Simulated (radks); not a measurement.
Spherical jellium clusters: N electrons in a uniform positive sphere of charge N and radius rs N^(1/3), rs = 3.68 bohr. Method: non-relativistic Kohn-Sham, exchange-only LDA, spin-polarised, spherical densities; computed with a radial shooting solver with Libxc functionals. Levels are named by radial order and angular momentum (1s, 1p, 1d, 2s, ...), and open shells are averaged over m.

N = 16, configuration 1s2 1p6 1d(up 5, down 2) 2s(up 1, down 0). This is the lowest configuration that the search found. Occupied and some empty levels:

| level | occupation | eigenvalue (eV) | <r> (bohr) |
|---|---|---|---|
| 1s up | 1 | -5.0461 | 5.742 |
| 1s down | 1 | -4.3589 | 5.952 |
| 1p up | 3 | -3.9794 | 7.001 |
| 1p down | 3 | -3.3642 | 7.015 |
| 1d up | 5 | -2.7095 | 7.930 |
| 2s up | 1 | -2.2904 | 6.903 |
| 1d down | 2 | -2.0996 | 7.979 |
| 2s down | 0 | -1.4870 | 7.607 |
| 1f up | 0 | -1.2931 | 8.906 |
| 2p up | 0 | -0.86208 | 9.592 |
| 1f down | 0 | -0.70625 | 9.163 |
| 2p down | 0 | -0.40567 | 11.14 |

Energy (eV): total -15.1242, kinetic 31.670, external -879.80, Hartree 430.44, exchange-correlation -48.170, background 450.73.

Electron density:

| r (bohr) | n(r) (e/bohr^3) |
|---|---|
| 1.07 | 0.005197 |
| 2.22 | 0.004757 |
| 3.37 | 0.004654 |
| 4.52 | 0.005006 |
| 5.67 | 0.005309 |
| 6.82 | 0.004861 |
| 7.97 | 0.003490 |
| 9.12 | 0.001876 |
| 10.3 | 0.0007930 |
| 11.4 | 0.0002937 |
| 12.6 | 0.0001016 |
| 13.7 | 0.00003391 |
| 14.9 | 0.00001113 |
